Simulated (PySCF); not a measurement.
Molecule: SMILES C(C)CCS[Si@H](C)Cl, C₅H₁₃ClSSi.

Molfile (atoms numbered from 1):
```
C5H13ClSSi
     RDKit          3D

 21 20  0  0  0  0  0  0  0  0999 V2000
   -3.4132    0.5015    0.2831 C   0  0  0  0  0  0  0  0  0  0  0  0
   -2.3973   -0.6293    0.2838 C   0  0  0  0  0  0  0  0  0  0  0  0
   -1.0501   -0.2184   -0.2975 C   0  0  0  0  0  0  0  0  0  0  0  0
   -0.0391   -1.3490   -0.2723 C   0  0  0  0  0  0  0  0  0  0  0  0
    1.5791   -0.9575   -1.0383 S   0  0  0  0  0  0  0  0  0  0  0  0
    2.2986    0.5894    0.2387 Si  0  0  2  0  0  4  0  0  0  0  0  0
    4.1286    0.7545   -0.0525 C   0  0  0  0  0  0  0  0  0  0  0  0
    1.9276    0.0674    2.2237 Cl  0  0  0  0  0  0  0  0  0  0  0  0
   -3.0559    1.3578    0.8773 H   0  0  0  0  0  0  0  0  0  0  0  0
   -3.6032    0.8667   -0.7389 H   0  0  0  0  0  0  0  0  0  0  0  0
   -4.3766    0.1809    0.7071 H   0  0  0  0  0  0  0  0  0  0  0  0
   -2.7942   -1.4878   -0.2863 H   0  0  0  0  0  0  0  0  0  0  0  0
   -2.2484   -0.9951    1.3149 H   0  0  0  0  0  0  0  0  0  0  0  0
   -1.1742    0.1383   -1.3341 H   0  0  0  0  0  0  0  0  0  0  0  0
   -0.6586    0.6387    0.2781 H   0  0  0  0  0  0  0  0  0  0  0  0
   -0.4036   -2.2151   -0.8461 H   0  0  0  0  0  0  0  0  0  0  0  0
    0.1493   -1.6904    0.7571 H   0  0  0  0  0  0  0  0  0  0  0  0
    1.5911    1.8857    0.0442 H   0  0  0  0  0  0  0  0  0  0  0  0
    4.6378   -0.1965    0.1612 H   0  0  0  0  0  0  0  0  0  0  0  0
    4.5495    1.5372    0.5965 H   0  0  0  0  0  0  0  0  0  0  0  0
    4.3233    1.0289   -1.1012 H   0  0  0  0  0  0  0  0  0  0  0  0
  1  2  1  0
  2  3  1  0
  3  4  1  0
  4  5  1  0
  5  6  1  0
  6  7  1  0
  6  8  1  0
  1  9  1  0
  1 10  1  0
  1 11  1  0
  2 12  1  0
  2 13  1  0
  3 14  1  0
  3 15  1  0
  4 16  1  0
  4 17  1  0
  6 18  1  6
  7 19  1  0
  7 20  1  0
  7 21  1  0
M  END
```

Geometry PBE0-D3(BJ)/def2-SVP throughout; GIAO in PySCF, gas phase, one conformer, non-relativistic; equivalent atoms averaged; basis pcSseg-1.

For orientation, WP04 gives these absolute shieldings σ: C4 135.9, C7 169.8, Si6 312.4, H17 28.90, H16 29.40, H15 30.22, H14 30.30, H12 30.48, H9/H10/H11 30.59 ppm.

A run gave: C4 152.2, C7 181.9, Si6 334.0, H17 28.83, H16 29.25, H15 30.12, H14 30.22, H12 30.37, H9/H10/H11 30.41 ppm (absolute shieldings σ).

Which functional was used in that run?
A. BHandHLYP
B. PBE
C. B3LYP
D. PBE0
E. CAM-B3LYP

## Answers

A. Si6 tells them apart best: BHandHLYP gives 334.0, CAM-B3LYP gives 316.4, B3LYP gives 311.1, PBE0 gives 325.8, PBE gives 307.5 ppm.
